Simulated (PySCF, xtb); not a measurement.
TaOF2, SMILES [F][Ta+](=[O])[F], charge +1, multiplicity 1.

GFN2-xTB run with xtb at its own geometry gives an orbital gap of 2.09 eV.

Coordinates come from a r2SCAN-D4/def2-TZVP optimisation. The spin state was assumed, not searched. The isomer is the one that the SMILES or the coordinates give; other isomers of the formula were not compared. The def2 effective core potentials stand for the cores of Ta; spin–orbit coupling is left out.

Q: What does PySCF with M06-2X/def2-TZVPD give? (An estimate is asked for; the answer gives what the named calculation found.)

A: gap 8.48 eV (levels -18.38 and -9.90 eV).
